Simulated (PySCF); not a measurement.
C4H8OSi, SMILES C[SiH]1CC(=O)C1.

Coordinates come from a r2SCAN-D4/def2-SVP optimisation. This is a generated structure with no PubChem entry under its InChIKey; it may be hypothetical.

Two levels are set side by side: TDA-PBE/def2-SVPD (PySCF) and TDA-ωB97X/def2-SVPD (PySCF). Vertical, same geometry. The lowest singlet is HOMO→LUMO 100 % with PBE and HOMO→LUMO 89 % with the other functional; states are paired by order. Differences are taken from unrounded values.

```json
[
 {"quantity": "lowest singlet excitation (eV)", "TDA-ωB97X": "4.40"},
 {"quantity": "lowest triplet excitation (TDA) (eV)", "TDA-ωB97X": "3.90"},
 {"quantity": "first bright state (f over 0.05) (eV)", "TDA-ωB97X": "7.49"},
 {"quantity": "its oscillator strength", "TDA-ωB97X": "0.06"}
]
```

Question: What does TDA-PBE give, and how far is it from TDA-ωB97X? (An estimate is asked for; the answer gives what the named calculation found.)

Answer: 
| quantity | TDA-PBE | TDA-PBE minus TDA-ωB97X |
|---|---|---|
| lowest singlet excitation (eV) | 4.05 | -0.35 |
| lowest triplet excitation (TDA) (eV) | 3.55 | -0.35 |
| first bright state (f over 0.05) (eV) | 6.47 | -1.02 |
| its oscillator strength | 0.11 | 0.05 |

A lower first singlet is the usual sign of a functional without exact exchange. Differences between two approximate levels are no errors against the true value.

Rough cost on one machine, each run with all the roots and properties that it gave: TDA-ωB97X against TDA-PBE about 5 times.
